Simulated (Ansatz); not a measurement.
Consider the redistribution: `C[SiH2][AlH][O][SiH3]` + `[CH3][Al]([OH])[F]` → `[CH3][AlH][SiH2]C` + `[OH][Al]([F])[O][SiH3]`.

Gas-phase electronic energies from Ansatz, PBE0-D4/def2-TZVP geometries. CCSD(T)/CBS adds triple-zeta CCSD(T) − MP2 to the extrapolated MP2 energy (def2 sets, frozen cores). Functionals use def2-TZVPP. B3LYP here is the variant with VWN-RPA as its local correlation; programs differ in this. Each species was taken in one conformer, which may not be the lowest.

```tsv
level	ΔE (kJ/mol)	difference from CCSD(T)/CBS
PBE-D4	27.1	5.5
r2SCAN-D4	22.6	1.0
PBE0-D4	23.6	2.0
B3LYP-D4	25.8	4.2
ωB97X-V	24.0	2.4
ωB97M-V	24.8	3.2
B2PLYP	22.8	1.2
PBE	25.6	4.0
r2SCAN	22.1	0.5
PBE0	22.2	0.6
B3LYP	23.6	2.0
HF/def2-TZVPP	15.7	-5.9
MP2/def2-TZVPP	21.1	-0.5
SCS-MP2/def2-TZVPP	20.3	-1.3
CCSD/def2-TZVPP	19.4	-2.2
CCSD(T)/def2-TZVPP	20.7	-0.9
HF/def2-QZVPP	15.4	-6.2
MP2/def2-QZVPP	21.5	-0.1
SCS-MP2/def2-QZVPP	20.5	-1.1
HF/CBS(def2)	15.3	-6.3
MP2/CBS(def2)	21.9	0.3
CCSD/CBS(def2)	20.3	-1.3
CCSD(T)/CBS	21.6	0
```

Largest T1 diagnostic among the species: 0.012.

In def2-TZVPP, CCSD(T) changes the Hartree–Fock value by +5.0 kJ/mol (the triples alone add +1.3 kJ/mol) and MP2 by +5.4 kJ/mol. From PBE to PBE0 (25 % exact exchange), in def2-TZVPP and without D4, ΔE moves by −3.4 kJ/mol.
